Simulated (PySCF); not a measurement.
iodoethane (C₂H₅I), SMILES CCI. Coordinates come from a PBE0-D3(BJ)/def2-SVP optimisation. The def2 effective core potentials stand for the cores of I; spin–orbit coupling is left out.

Computed equilibrium geometry at PBE0-D3(BJ)/def2-SVP (PySCF confirms it by a frequency run) as bond lengths and angles, and its point group:
point group Cs.
Atoms: C1 C2 I3 H4 H5 H6 H7 H8. Bond lengths (Å): C1–C2 1.508, C1–H4 1.100, C1–H5 1.103, C1–H6 1.100, C2–I3 2.165, C2–H7 1.097, C2–H8 1.097. Bond angles (°): C2–C1–H4 111.7, C2–C1–H5 109.3, C2–C1–H6 111.7, H4–C1–H5 108.0, H4–C1–H6 108.1, H5–C1–H6 108.0, C1–C2–I3 112.6, C1–C2–H7 112.7, C1–C2–H8 112.7, I3–C2–H7 104.6, I3–C2–H8 104.6, H7–C2–H8 108.9.
